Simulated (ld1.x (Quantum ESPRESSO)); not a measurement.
Results of a calculation; reference values are marked as such.
Potentials for Te (Z = 52) compared

Generated with ld1.x 7.5 (TM, RRKJ, ultrasoft, PAW), atompaw 4.2 or ONCVPSP 4.0.1. The cutoff is in Ry: for ld1.x and atompaw files where the sum of valence levels is converged to 10 mRy in a Bessel basis, for ONCV files where the hardest occupied wave has 1 mHa per electron of residual kinetic energy. The error is the largest all-electron minus pseudo excitation energy over each file’s own four to seven test configurations (ionisations up to +4, promotions, holes and added fractions of an electron), all of which were solved. The labels leave out finer settings (local radius, basis sizes, second energies), which also bear on the numbers. Spin-polarised tests are not counted. The rows are a selection from randomly drawn settings: files with unsolved tests, undetermined cutoffs or missed reference levels are left out.

A true bound ghost makes a file unfit for plane-wave use even where its test errors are small: the radial tests pick states by their node count and pass the ghost by.

| potential | cutoff (Ry) | largest error (meV) | bound ghosts |
| --- | --- | --- | --- |
| TM, PBEsol, scalar-relativistic, rc 1.80/2.05/1.05 (spd), local s, core correction no, reference 4d10 5s2 5p4 | 120 | -456 | none |
| PAW, PBEsol, scalar-relativistic, rc 1.90/2.30/1.15 (spd), local smoothed, core correction yes, reference 4d10 5s2 5p4 | 120 | -17 | none |
| TM, PBEsol, scalar-relativistic, rc 2.16/3.20/3.14 (spd), local smoothed, core correction no, reference 5s2 5p4 | 25 | -423 | s |
| TM, PBEsol, scalar-relativistic, rc 1.50/2.25 (sp), local smoothed, core correction yes, reference 5s2 5p4 | 50 | -331 | s, d |

(1) Fill in the row for Te: TM, PBE, scalar-relativistic, rc 1.40/2.00/1.80 (spd), local d, core correction yes, reference 5s2 5p3.5.

## Answers

(1) cutoff 45 Ry, largest error -192 meV, bound ghosts: s, p.
